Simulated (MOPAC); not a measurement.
MOPAC input (PM7):

```
PM7 1SCF GEO-OK AUX(PRECISION=9) THREADS=1
H4P2

P    -1.02027206 1   -0.47127800 1   -0.05348212 1
P     1.02027508 1    0.47110689 1    0.05491295 1
H    -1.51764144 1    0.25666815 1    1.06041507 1
H    -1.51478581 1    0.48948324 1   -0.97567300 1
H     1.52191029 1   -0.49872576 1    0.96366793 1
H     1.51047169 1   -0.24485897 1   -1.06987245 1
```

### Question
What heat of formation does the run end on, and which ionisation energy by Koopmans theorem?

### Answer
14.80 kcal/mol; 10.50 eV.
